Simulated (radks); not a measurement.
The chlorine anion Cl-, [Ar], held by a Watson sphere: a shell of charge +1 at radius R that stands for the Madelung well of a crystal (potential energy -1/R inside, -1/r outside, in hartree with lengths in bohr). Method: scalar-relativistic Kohn-Sham, LDA (Slater exchange, Perdew-Wang correlation), spin-polarised, spherical densities, point nucleus; computed with a radial shooting solver on a logarithmic mesh with Libxc functionals. Response by self-consistent Sternheimer equations with the Hartree and adiabatic LDA kernel, the relativistic mass of each level held fixed and spin-orbit coupling left out. The sphere does not respond.

\begin{tabular}{lrrrrrrr}
R (bohr) & e(2p) (eV) & e(3s) (eV) & e(3p) (eV) & <r> 3p (bohr) & sum of <r^2> (bohr^2) & X-ray form factor at sin(theta)/lambda = 0.2 1/angstrom & alpha (bohr^3) \\ \hline
2.07 & -189.65 & -20.762 & -9.040 & 1.881 & 32.97 & 12.202 & 18.14 \\
2.34 & -189.49 & -20.230 & -8.614 & 1.912 & 33.99 & 12.138 & 19.89 \\
2.72 & -189.18 & -19.532 & -8.002 & 1.949 & 35.25 & 12.078 & 22.54 \\
3.17 & -188.72 & -18.793 & -7.306 & 1.982 & 36.46 & 12.038 & 25.78 \\
3.79 & -188.04 & -17.919 & -6.448 & 2.014 & 37.71 & 12.013 & 30.13 \\
3.91 & -187.91 & -17.767 & -6.297 & 2.018 & 37.90 & 12.011 & 30.92 \\
4.35 & -187.46 & -17.256 & -5.785 & 2.032 & 38.50 & 12.005 & 33.69 \\
4.56 & -187.26 & -17.035 & -5.562 & 2.037 & 38.73 & 12.004 & 34.91 \\
\end{tabular}
